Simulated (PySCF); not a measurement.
PBE on P⁻ (phosphorus, charge -1), [Ne] 3s2 3p4, high-spin 3P determinant. Computed with PySCF 2.14 in aug-cc-pCVQZ-DK (10s9p7d5f3g, 134 functions), with the spin-free X2C one-electron Hamiltonian (Gaussian nucleus).

```
cycle= 1 E= -341.971463603725  delta_E= -0.0136  |g|= 0.019  |ddm|=  1.3
cycle= 2 E= -341.971454401901  delta_E= 9.2e-06  |g|= 0.0189  |ddm|= 0.175
cycle= 3 E= -341.971786829552  delta_E= -0.000332  |g|= 0.0101  |ddm|= 0.116
cycle= 4 E= -341.9718617826  delta_E= -7.5e-05  |g|= 0.00169  |ddm|= 0.0357
cycle= 5 E= -341.971866547162  delta_E= -4.76e-06  |g|= 0.000354  |ddm|= 0.0183
cycle= 6 E= -341.971866741159  delta_E= -1.94e-07  |g|= 4.04e-05  |ddm|= 0.00309
cycle= 7 E= -341.971866743117  delta_E= -1.96e-09  |g|= 3.29e-06  |ddm|= 0.000281
cycle= 8 E= -341.971866743129  delta_E= -1.21e-11  |g|= 4.83e-07  |ddm|= 1.67e-05
converged SCF energy = -341.971866743129  <S^2> = 2.0095705  2S+1 = 3.0063735
```

Highest occupied orbital energy: 1.774 eV; ⟨L²⟩ = 2.05; populations by l: s 6.00, p 10.00, d 0.00, f 0.00.

Q: Can this result be used?

A: With care. The calculation finished and met its thresholds. At PBE the highest occupied level has a positive energy, so only the finite basis holds that electron; in a semilocal or global hybrid functional this comes from self-interaction and does not mean that the real anion is unbound.
